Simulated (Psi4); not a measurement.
C₂H₆Cl₂Sn (SMILES [CH3][Sn]([CH3])([Cl])[Cl]), singlet, geometry from GFN2-xTB (such geometries of metal compounds can be far from the true shape) (all electrons, no relativity); Psi4 with R2SCAN/STO-3G.

The Psi4 input:
```
memory 2 GB

molecule {
0 1
C     1.80274258   -1.51892946    0.13022470
Sn   -0.01552912   -0.26777656   -0.05001192
C    -1.95844921   -1.15908069   -0.62853208
Cl    0.45401961    1.44019862   -1.56676734
Cl   -0.32257777    0.82263295    1.98839743
H     1.64728004   -2.25891613    0.90564891
H     2.63055354   -0.87076108    0.39427872
H     1.99607754   -2.00130122   -0.82002828
H    -2.68555220   -0.35840678   -0.70224067
H    -2.26178223   -1.86871977    0.13139445
H    -1.85039202   -1.65314243   -1.58632442
}

set {
  basis sto-3g
  scf_type pk
  puream true
  d_convergence 1e-8
  dft_radial_points 99
  dft_spherical_points 590
}

energy('r2scan')
print_variables()
```

It wrote (shortened):

```
   => Loading Basis Set <=

    Name: STO-3G
    Role: ORBITAL
    Keyword: BASIS

         ---------------------------------------------------------
                                   SCF
               by Justin Turney, Rob Parrish, Andy Simmonett
                          and Daniel G. A. Smith
                              RKS Reference
         ---------------------------------------------------------

  ==> Geometry <==

    Molecular point group: c1
    Full point group: C1

    Geometry (in Angstrom), charge = 0, multiplicity = 1:

       Center              X                  Y                   Z               Mass
    ------------   -----------------  -----------------  -----------------  -----------------
         C            1.801205421735    -1.545323680598     0.125325377459    12.000000000000
         SN          -0.017066278265    -0.294170780598    -0.054911242541   119.902201630000
         C           -1.959986368265    -1.185474910598    -0.633431402541    12.000000000000
         CL           0.452482451735     1.413804399402    -1.571666662541    34.968852682000
         CL          -0.324114928265     0.796238729402     1.983498107459    34.968852682000
         H            1.645742881735    -2.285310350598     0.900749587459     1.007825032230
         H            2.629016381735    -0.897155300598     0.389379397459     1.007825032230
         H            1.994540381735    -2.027695440598    -0.824927602541     1.007825032230
         H           -2.687089358265    -0.384801000598    -0.707139992541     1.007825032230
         H           -2.263319388265    -1.895113990598     0.126495127459     1.007825032230
         H           -1.851929178265    -1.679536650598    -1.591223742541     1.007825032230

  Running in c1 symmetry.

  Rotational constants: A =      0.05958  B =      0.04665  C =      0.04169 [cm^-1]
  Rotational constants: A =   1786.12110  B =   1398.49328  C =   1249.82328 [MHz]
  Nuclear repulsion =  743.593722932143010

  Charge       = 0
  Multiplicity = 1
  Electrons    = 102
  Nalpha       = 51
  Nbeta        = 51

  ==> Algorithm <==

  SCF Algorithm Type is PK.
  DIIS enabled.
  MOM disabled.
  Fractional occupation disabled.
  Guess Type is SAD.
  Energy threshold   = 1.00e-06
  Density threshold  = 1.00e-08
  Integral threshold = 1.00e-12

  ==> Primary Basis <==

  Basis Set: STO-3G
    Blend: STO-3G
    Number of shells: 33
    Number of basis functions: 61
    Number of Cartesian functions: 63
    Spherical Harmonics?: true
    Max angular momentum: 2

  ==> DFT Potential <==

   => LibXC <=

    Version 7.1.2
    S. Lehtola, C. Steigemann, M. J. T. Oliveira, and M. A. L. Marques,  SoftwareX 7, 1–5 (2018) (10.1016/j.softx.2017.11.002)

   => Composite Functional: R2SCAN <=

    r2SCAN Meta-GGA XC Functional  (0.1021/acs.jpclett.0c02405)
    J. W. Furness, A. D. Kaplan, J. Ning, J. P. Perdew, J. Sun  J. Phys. Chem. Lett.  11, 8208–8215, 2020

    Deriv               =              1
    GGA                 =           TRUE
    Meta                =           TRUE

    Exchange Hybrid     =          FALSE
    MP2 Hybrid          =          FALSE

   => Exchange Functionals <=

    1.0000   XC_MGGA_X_R2SCAN

   => Correlation Functionals <=

    1.0000   XC_MGGA_C_R2SCAN

   => LibXC Density Thresholds  <==

    XC_MGGA_C_R2SCAN:  1.00E-15
    XC_MGGA_X_R2SCAN:  1.00E-11

   => Molecular Quadrature <=

    Radial Scheme          =       TREUTLER
    Pruning Scheme         =           NONE
    Nuclear Scheme         =       TREUTLER

    Blocking Scheme        =         OCTREE
    BS radius alpha        =              1
    Pruning alpha          =              1
    Radial Points          =             99
    Spherical Points       =            590
    Total Points           =         593387
    Total Blocks           =           4216
    Max Points             =            256
    Max Functions          =             52
    Weights Tolerance      =       1.00E-15

[...]
      Number of atomic orbitals:        63
      Number of basis functions:        61

      Integral cutoff                 1.00e-12
      Number of threads:                 1

  Performing in-core PK
  Using 3577772 doubles for integral storage.
  We computed 118612 shell quartets total.
  Whereas there are 157641 unique shell quartets.

  ==> DiskJK: Disk-Based J/K Matrices <==

    J tasked:                  Yes
    K tasked:                   No
    wK tasked:                  No
    Schwarz Cutoff:          1E-12

  Minimum eigenvalue in the overlap matrix is 2.3497760399E-01.
  Reciprocal condition number of the overlap matrix is 1.0361108595E-01.
    Using symmetric orthogonalization.

  ==> Pre-Iterations <==

  SCF Guess: Superposition of Atomic Densities via on-the-fly atomic UHF (no occupation information).

   -------------------------
    Irrep   Nso     Nmo
   -------------------------
     A         61      61
   -------------------------
    Total      61      61
   -------------------------

  ==> Iterations <==

                        Total Energy        Delta E     RMS |[F,P]|

   @RKS iter SAD: -6951.35840025975085   -6.95136e+03   0.00000e+00
   @RKS iter   1: -6954.75271871647237   -3.39432e+00   6.65945e-03 DIIS/ADIIS
   @RKS iter   2: -6954.79779012129893   -4.50714e-02   5.31245e-03 DIIS/ADIIS
   @RKS iter   3: -6954.88252093874235   -8.47308e-02   1.24252e-03 DIIS/ADIIS
   @RKS iter   4: -6954.88594286578973   -3.42193e-03   2.42310e-04 DIIS/ADIIS
   @RKS iter   5: -6954.88618415906240   -2.41293e-04   3.06022e-05 DIIS
   @RKS iter   6: -6954.88618839190622   -4.23284e-06   1.25948e-06 DIIS
   @RKS iter   7: -6954.88618839982155   -7.91533e-09   1.18360e-07 DIIS
   @RKS iter   8: -6954.88618839987066   -4.91127e-11   4.08501e-08 DIIS
   @RKS iter   9: -6954.88618839988067   -1.00044e-11   2.24255e-08 DIIS
   @RKS iter  10: -6954.88618839987157    9.09495e-12   2.09489e-10 DIIS
  Energy and wave function converged.

  ==> Post-Iterations <==

   Electrons on quadrature grid:
      Ntotal   =  102.0000016662 ; deviation = 1.666e-06

    Orbital Energies [Eh]
    ---------------------

    Doubly Occupied:

[...]
    Virtual:

[...]
      61A      0.441824

    Final Occupation by Irrep:
              A
    DOCC [    51 ]
    NA   [    51 ]
    NB   [    51 ]

  @RKS Final Energy: -6954.88618839987157

   => Energetics <=

    Nuclear Repulsion Energy =            743.5937229321430095
    One-Electron Energy =              -11094.5930980270841246
    Two-Electron Energy =                3627.4424121194820145
    DFT Exchange-Correlation Energy =    -231.3292254244126696
    Empirical Dispersion Energy =           0.0000000000000000
    VV10 Nonlocal Energy =                  0.0000000000000000
    Total Energy =                      -6954.8861883998715712

Computation Completed

Properties will be evaluated at   0.000000,   0.000000,   0.000000 [a0]

Properties computed using the SCF density matrix

 Multipole Moments:

 ------------------------------------------------------------------------------------
     Multipole            Electronic (a.u.)      Nuclear  (a.u.)        Total (a.u.)
 ------------------------------------------------------------------------------------

 L = 1.  Multiply by 2.5417464519 to convert [e a0] to [Debye]
 Dipole X            :          0.2066087           -0.2962901           -0.0896814
 Dipole Y            :          3.5426034           -5.0875398           -1.5449364
 Dipole Z            :          0.6560658           -0.9443546           -0.2882889
 Magnitude           :                                                    1.5741607

 ------------------------------------------------------------------------------------

  Variable Map:
  ----------------------------------------------------------------------------
[...]
  Array Variable Map:
  ----------------------------------------------------------------------------
[...]
[...]
```
